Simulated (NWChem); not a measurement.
Molecule: BeI$_{2}$; SMILES [I][Be][I]

Computed with NWChem. STO-3G and 3-21G are far too small for this property and stand as cheap habits. Structure relaxed at the PBE0/def2-SVP level. def2 effective core potentials on I; no spin-orbit coupling. Field at 589 nm.

```json
[
 {"level": "B3LYP/STO-3G (all-electron, non-relativistic)", "isotropic polarisability (bohr³)": "33.2", "anisotropy (bohr³)": "70.1"},
 {"level": "B3LYP/def2-SVP (core potentials)", "isotropic polarisability (bohr³)": "70.5", "anisotropy (bohr³)": "67.8"},
 {"level": "B3LYP/def2-SVPD (core potentials)", "isotropic polarisability (bohr³)": "93.0", "anisotropy (bohr³)": "59.0"}
]
```
